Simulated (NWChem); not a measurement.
The numbers come from NWChem runs, not from measurements. System: disulfane (H$_{2}$S$_{2}$), charge 0, spin multiplicity 1, at a geometry optimised with B3LYP/def2-SVP. Level: B3LYP/aug-cc-pVTZ, VWN1-RPA local correlation.

Input file:

```
start mol
memory heap 200 mb stack 900 mb global 1100 mb
geometry units angstroms nocenter noautoz
  S      0.928726     0.489244     0.055516
  S     -0.928726    -0.489244     0.055516
  H      1.546079    -0.267861    -0.888263
  H     -1.546079     0.267861    -0.888263
  symmetry group C2
end
basis spherical
  * library aug-cc-pvtz
end
dft
  xc b3lyp
  semidirect memsize 60000000 filesize 0
  iterations 100
end
task dft energy
```

Part of the output:

```
             Northwest Computational Chemistry Package (NWChem) 7.3.0
             --------------------------------------------------------

                                NWChem Input Module
                                -------------------

 Scaling coordinates for geometry "geometry" by  1.889725989
 (inverse scale =  0.529177249)

 Turning off AUTOSYM since
 SYMMETRY directive was detected!

                             Geometry "geometry" -> ""
                             -------------------------

 Output coordinates in angstroms (scale by  1.889725989 to convert to a.u.)

  No.       Tag          Charge          X              Y              Z
 ---- ---------------- ---------- -------------- -------------- --------------
    1 S                   16.0000     0.92872600     0.48924400     0.05551600
    2 S                   16.0000    -0.92872600    -0.48924400     0.05551600
    3 H                    1.0000     1.54607900    -0.26786100    -0.88826300
    4 H                    1.0000    -1.54607900     0.26786100    -0.88826300

 Effective nuclear repulsion energy (a.u.)      83.5333132791

            Nuclear Dipole moment (a.u.)
            ----------------------------
        X                 Y               Z
 ---------------- ---------------- ----------------
     0.0000000000     0.0000000000    -0.0000264562

      Symmetry information
      --------------------

 Group name             C2
 Group number              4
 Group order               2
 No. of unique centers     2

      Symmetry unique atoms

     1    3


 Summary of "ao basis" -> "" (spherical)
 ------------------------------------------------------------------------------
       Tag                 Description            Shells   Functions and Types
 ---------------- ------------------------------  ------  ---------------------
 *                        aug-cc-pvtz                 on all atoms

                                 NWChem DFT Module
                                 -----------------

 Summary of "ao basis" -> "ao basis" (spherical)
 ------------------------------------------------------------------------------
[...]
 Vector   17  Occ=2.000000D+00  E=-2.712168D-01  Symmetry=a
              MO Center=  2.8D-14,  1.8D-14, -7.7D-02, r^2= 2.7D+00
   Bfn.  Coefficient  Atom+Function         Bfn.  Coefficient  Atom+Function
  ----- ------------  ---------------      ----- ------------  ---------------
    11      0.309766  1 S  py                61     -0.309766  2 S  py
    17      0.215310  1 S  py                67     -0.215310  2 S  py
    12     -0.190797  1 S  pz                62     -0.190797  2 S  pz
    14      0.141610  1 S  py                64     -0.141610  2 S  py
    18     -0.134728  1 S  pz                68     -0.134728  2 S  pz

 Vector   18  Occ=0.000000D+00  E=-6.134829D-02  Symmetry=b
              MO Center=  2.2D-14,  3.1D-15, -2.9D-02, r^2= 5.2D+00
   Bfn.  Coefficient  Atom+Function         Bfn.  Coefficient  Atom+Function
  ----- ------------  ---------------      ----- ------------  ---------------
     6      0.428552  1 S  s                 56     -0.428552  2 S  s
    16     -0.394566  1 S  px                66     -0.394566  2 S  px
     5      0.334565  1 S  s                 55     -0.334565  2 S  s
    10     -0.314101  1 S  px                60     -0.314101  2 S  px
    19     -0.265686  1 S  px                69     -0.265686  2 S  px

 Vector   19  Occ=0.000000D+00  E=-2.629317D-02  Symmetry=a
              MO Center= -3.9D-14, -7.7D-15, -8.4D-01, r^2= 1.0D+01
   Bfn.  Coefficient  Atom+Function         Bfn.  Coefficient  Atom+Function
  ----- ------------  ---------------      ----- ------------  ---------------
   104      0.705428  3 H  s                127      0.705428  4 H  s
   103      0.599354  3 H  s                126      0.599354  4 H  s
     6     -0.489878  1 S  s                 56     -0.489878  2 S  s
     5     -0.331386  1 S  s                 55     -0.331386  2 S  s
    18      0.218671  1 S  pz                68      0.218671  2 S  pz

 Vector   20  Occ=0.000000D+00  E=-3.798705D-03  Symmetry=b
              MO Center=  2.1D-13, -1.1D-14, -9.1D-01, r^2= 1.0D+01
   Bfn.  Coefficient  Atom+Function         Bfn.  Coefficient  Atom+Function
  ----- ------------  ---------------      ----- ------------  ---------------
   104      1.510119  3 H  s                127     -1.510119  4 H  s
   103      0.579638  3 H  s                126     -0.579638  4 H  s
    19     -0.550131  1 S  px                69     -0.550131  2 S  px
    21      0.373924  1 S  pz                71     -0.373924  2 S  pz
    16     -0.323008  1 S  px                66     -0.323008  2 S  px

 center of mass
 --------------
 x =   0.00000000 y =   0.00000000 z =   0.05040896

 moments of inertia (a.u.)
 ------------------
          61.389396540702        -100.774652231030           0.000000000000
        -100.774652231030         220.379336331190           0.000000000000
           0.000000000000           0.000000000000         269.337766377200

     Multipole analysis of the density
     ---------------------------------

     L   x y z        total         alpha         beta         nuclear
     -   - - -        -----         -----         ----         -------
     0   0 0 0     -0.000000    -17.000000    -17.000000     34.000000

     1   1 0 0     -0.000000     -0.000000     -0.000000      0.000000
     1   0 1 0     -0.000000     -0.000000     -0.000000      0.000000
     1   0 0 1     -0.437693     -0.218833     -0.218833     -0.000026

     2   2 0 0    -18.446011    -67.041651    -67.041651    115.637290
     2   1 1 0     -0.586426    -24.775872    -24.775872     48.965318
     2   1 0 1      0.000000      0.000000      0.000000      0.000000
     2   0 2 0    -21.235452    -24.550250    -24.550250     27.865048
     2   0 1 1      0.000000      0.000000      0.000000      0.000000
     2   0 0 2    -20.312816    -13.150115    -13.150115      5.987415

 Task  times  cpu:        7.6s     wall:        7.6s

 Total times  cpu:        7.6s     wall:        7.6s
```
